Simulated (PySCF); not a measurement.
**Electronic absorption of W(NH)2Me2**

W(NH)2Me2, C₂H₈N₂W (singlet state).
SMILES: `[CH3][W]([CH3])(=[NH])=[NH]`

Computed, not measured: PySCF 2.14.0, density-fitted response routines, TDDFT B3LYP/def2-SVPD, vertical, gas phase, core orbitals frozen in the response, def2 core potentials past Kr. Geometry: PBE0-D3(BJ)/def2-SVP; no solvent, vibrations or thermal averaging. Spin–orbit coupling is left out.

```
state  E (eV)  ν̃ (cm⁻¹)       f  |μ| (D)  main configurations (H = HOMO, L = LUMO)
   S1    3.99      32180  0.0002     0.11                                 H→L (99%)
   S2    4.56      36750   0.021     1.11                   H-1→L (90%), H→L+1 (8%)
   S3    5.27      42520  0.0000     0.02                               H-3→L (97%)
   S4    5.31      42810  0.0000     0.03                               H-2→L (91%)
   S5    5.34      43070  0.0022     0.33                H-1→L+1 (73%), H-4→L (25%)
   S6    5.52      44540   0.025     1.08                H-4→L (72%), H-1→L+1 (24%)
   S7    5.55      44790   0.023     1.05                               H→L+1 (78%)
   S8    6.10      49190   0.016     0.84                               H-5→L (92%)
   S9    6.15      49590  0.0000     0.04              H-2→L+1 (79%), H-1→L+4 (11%)
  S10    6.17      49760   0.018     0.87                  H→L+3 (56%), H→L+2 (40%)
```

Triplets (Tamm–Dancoff): T1 3.76 eV, H→L (98%); T2 3.97 eV, H-1→L (94%); T3 4.48 eV, H-2→L (89%); T4 4.60 eV, H→L+1 (92%).

The lowest singlet lies at 3.99 eV (311 nm, ultraviolet) and is dark (f under 0.0005); its leading configuration is HOMO→LUMO (99%). The largest oscillator strength of a single state is 0.025. For S1 the Löwdin share of tungsten is 13% in HOMO and 58% in LUMO (ligand-to-metal charge transfer by this measure). Weighted by f, the mean energy of these states is 5.52 eV. Orbital energies (eV): HOMO-3 -8.50, HOMO-2 -8.31, HOMO-1 -7.51, HOMO -7.11, LUMO -1.82, LUMO+1 -0.61, LUMO+2 0.11. All these states lie below the vertical ionisation energy of 9.05 eV (ΔSCF). The window holds the lowest 10 singlets.
